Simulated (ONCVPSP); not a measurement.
**Varying the ONCV potential for zinc (Zn)**

Base potential:

Zn (Z = 30), optimised norm-conserving Vanderbilt (ONCV), made with ONCVPSP 4.0.1 (LDA (Perdew-Zunger), scalar-relativistic). Core [Ar] 3d10, reference 4s1 4p1. Waves: 4s: rc 2.10 bohr, ncon 3, nbas 7, qcut 2.9 1/bohr, 2 projectors, debl 1 Ha; 4p: rc 2.20 bohr, ncon 5, nbas 8, qcut 4 1/bohr, 2 projectors, debl 2.9 Ha. Local part: polynomial inside 1.35 bohr (lpopt 5, dvloc0 1 Ha). Core correction: Teter function, fcfact 3.75, rcfact 1.55.

All-electron outer shells of the reference configuration (LDA (Perdew-Zunger), scalar-relativistic, ld1.x):

```tsv
shell	level (eV)	outermost node (bohr)	outermost maximum (bohr)
3p	-85.48	0.25	0.59
3d	-12.59	–	0.56
4s	-7.65	0.85	2.04
4p	-2.26	0.92	2.85
```

Cutoffs, loose and tight: the cutoffs (Ha) at which the residual kinetic energy of the hardest occupied pseudo-wave falls to 1 and 0.1 mHa per electron. They do not see the model core or the augmentation charge, which bear on the density cutoff. Test errors are all-electron minus pseudo excitation energies from the reference, over the configurations 4s2 4p0; 4s1 4p0; 4s1.5 4p0; 4s0 4p1. A dash means not determined; rows that change the core or the reference have their own tests.

```tsv
change	outcome	cutoff, loose	cutoff, tight	bound ghosts	GHOST(+) flags above zero	largest test error (meV)
base	generated	6.8 Ha	30 Ha	none	s	-85
core correction Teter function, fcfact 3.8, rcfact 1.55	generated	6.8 Ha	30 Ha	none	s	-87
local potential polynomial inside 1.55 bohr (lpopt 5, dvloc0 2 Ha)	generated	6.8 Ha	30 Ha	none	s	-85
reference 4s1.5; wave 4p: rc 2.20 bohr, ncon 5, nbas 8, qcut 4 1/bohr, 2 projectors, debl 2.9 Ha becomes p scattering state at 0.06 Ha: rc 2.20 bohr, ncon 5, nbas 8, qcut 4 1/bohr, 2 projectors, debl 2.9 Ha	generated, projector energies reset by the program	7.0 Ha	30 Ha	none	s	-87
s: nproj 3	generated	6.8 Ha	30 Ha	none	s	-85
p: rc 2.82	generated	6.8 Ha	30 Ha	none	s	-85
functional LDA (Perdew-Wang 92)	generated	6.8 Ha	30 Ha	none	s	-85
```

Problem. What comes out with this change to the base: core correction Teter function, fcfact 2.75, rcfact 1.2?

Solution. outcome: generated; cutoff, loose: 6.8 Ha; cutoff, tight: 30 Ha; bound ghosts: none; GHOST(+) flags above zero: s; largest test error (meV): +14.
